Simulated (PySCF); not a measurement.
Computed with PBE-D3(BJ)/def2-TZVP // r2SCAN-D4/def2-TZVP (PySCF 2.14.0). Gas-phase values, no solvent. Excitations are Tamm–Dancoff values on a coarser integration grid. The basis has no diffuse functions, so Rydberg states are missing or too high.

Reference species (SMILES): `[SiH3]B([SiH3])[SiH3]` (neutral, multiplicity 1).

* **HOMO**: -6.85 eV
* **T1 excitation (TDA)**: 2.39 eV
* **HOMO–LUMO gap**: 2.82 eV
* **LUMO**: -4.03 eV

Changed species: `IB([SiH3])I` (2 of 3 SiH3 replaced by I; the reference has 0 of 3 SiH3 replaced by I).

### Question
Predict the effect on the HOMO, T1 excitation (TDA), HOMO–LUMO gap and LUMO.

### Answer
the HOMO rises by 0.38 eV, to -6.47 eV; the T1 excitation (TDA) rises by 0.36 eV, to 2.75 eV; the HOMO–LUMO gap rises by 0.15 eV, to 2.97 eV; the LUMO increases by 0.53 eV, to -3.50 eV.
